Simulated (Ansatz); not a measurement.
The first iterations of a band of BrH + F2H2Si (7 atoms, charge 0, multiplicity 1).

The calculation used Ansatz 0.2.0, RHF/def2-SVP.

* movable images: 7
* climbing image: yes
* spring: 5.0 eV/Å²
* optimiser: quadratic models (default)
* start path: through a guess of the saddle point
* force threshold: 0.5 eV/Å
* iteration limit: 60
* end points: relaxed

Initial state:

```xyz
7
Properties=species:S:1:pos:R:3
Si 0.427 0.124 -0.129
H 0.913 0.567 1.176
F 1.676 -0.317 -1.020
H -0.351 1.116 -0.868
F -0.472 -1.187 0.077
Br -2.942 0.438 2.119
H -2.602 -0.846 1.652
```

Final state:

```xyz
7
Properties=species:S:1:pos:R:3
Si -0.736 -0.237 -0.671
H 0.522 0.459 2.871
F 0.329 -0.881 0.320
H -0.563 1.205 -0.714
F -0.464 -0.860 -2.107
Br -2.749 -0.803 -0.019
H 0.310 1.011 3.328
```

| iteration | highest image above the first end (eV) | largest band force component (eV/Å) |
| --- | --- | --- |
| 1 | 6.226 | 24.150 |
| 2 | 2.957 | 9.536 |
| 3 | 2.473 | 3.617 |
| 4 | 2.380 | 1.887 |
| 5 | 1.941 | 1.293 |

Question: Does the band converge within its limit, and where does its top end?

Answer: The forces met the threshold. It ended after 15 iterations with the highest image 2.471 eV above the first end. The threshold of 0.5 eV/Å is loose, so the images may lie well off the minimum-energy path. Neighbouring images differ by up to 2.2 eV, so the band resolves the path poorly. The order of the stationary point at the top wasn't checked. The orbitals stay closed-shell, which can raise the energy where a bond breaks towards radicals; this wasn't checked here.

Run time: 3.2 min on 1 thread of Intel(R) Xeon(R) Platinum 8488C (Sapphire Rapids) (shared host), peak memory 0.21 GiB.
